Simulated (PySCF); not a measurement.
**B (boron, neutral) across methods**

[He] 2s2 3d1, 2D determinant (an excited configuration). Calculation: PySCF 2.14, in aug-cc-pVQZ-DK; scalar relativity by spin-free X2C-1e. The B2PLYP total includes its PT2 part (frozen core); its orbital energies are those of the SCF part.

```csv
method,E (hartree),mean ε 2s α (eV),mean ε 2s β (eV),mean ε 3d α (eV),Σ⟨r²⟩ (bohr²),⟨S²⟩
PBE,-24.3533,-14.550,-14.492,0.021,44.78,0.750
r2SCAN,-24.3671,-14.781,-14.764,0.147,44.90,0.750
UHF,-24.26892,-18.797,-18.772,-0.673,45.31,0.750
PW91,-24.3759,-14.594,-14.532,0.020,44.71,0.750
LC-wPBE,-24.3471,-18.788,-18.757,-1.003,44.46,0.750
PBE0,-24.3566,-15.825,-15.777,-0.214,44.78,0.750
B2PLYP,-24.3723,-16.928,-16.908,-0.306,44.97,0.750
M06,-24.3880,-15.673,-15.590,-0.081,44.83,0.750
```

Q: Estimate the same row for LDA.

A: E (hartree) = -24.0925; mean ε 2s α (eV) = -14.448; mean ε 2s β (eV) = -14.375; mean ε 3d α (eV) = 0.206; Σ⟨r²⟩ (bohr²) = 44.31; ⟨S²⟩ = 0.750.

The outer electron is Rydberg-like, and this basis confines it to a smaller radius and binds it less than a complete one would.

The highest occupied level is positive at PBE, LDA, r2SCAN, PW91: only the finite basis holds that electron, which in a density functional comes from self-interaction.
